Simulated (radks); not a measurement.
All-electron atom: Br in [Ar] 3d10 4s2 4p5 (the NIST ground configuration).

Calculated with a radial shooting solver on a logarithmic mesh with Libxc functionals: scalar-relativistic Kohn-Sham, PBEsol, spin-polarised, spherical densities, point nucleus; open shells are filled with parallel spins first.

Energy parts (eV):
total: -70877.389
kinetic: 72404.382
electron-nucleus: -170960.944
Hartree: 30137.656
exchange-correlation: -2458.483

Orbitals (lengths in bohr, moments of r in powers of bohr; r(max) is where P^2 peaks):
| orbital | occ. | eigenvalue (eV) | r(max) | <1/r> |
|---|---|---|---|---|
| 1s up | 1 | -13308.01 | 0.02793 | 35.64 |
| 1s down | 1 | -13307.95 | 0.02793 | 35.64 |
| 2s up | 1 | -1731.810 | 0.1593 | 7.892 |
| 2s down | 1 | -1731.775 | 0.1593 | 7.892 |
| 2p up | 3 | -1527.855 | 0.1275 | 7.726 |
| 2p down | 3 | -1527.798 | 0.1275 | 7.726 |
| 3s up | 1 | -237.6418 | 0.4843 | 2.592 |
| 3s down | 1 | -237.5665 | 0.4843 | 2.592 |
| 3p up | 3 | -173.2710 | 0.4813 | 2.440 |
| 3p down | 3 | -173.1852 | 0.4813 | 2.440 |
| 3d up | 5 | -66.7412 | 0.4306 | 2.151 |
| 3d down | 5 | -66.6278 | 0.4306 | 2.153 |
| 4s up | 1 | -20.4861 | 1.419 | 0.7944 |
| 4s down | 1 | -19.7163 | 1.416 | 0.7951 |
| 4p up | 3 | -8.1909 | 1.666 | 0.6322 |
| 4p down | 2 | -7.4580 | 1.668 | 0.6274 |

The highest occupied level is 4p down at -7.458 eV. Summed over all electrons, <r^2> = 40.04 bohr^2, which gives a Langevin (diamagnetic) susceptibility term of -31.7 x 10^-6 cm^3/mol. Spin moment in Bohr magnetons: 1.
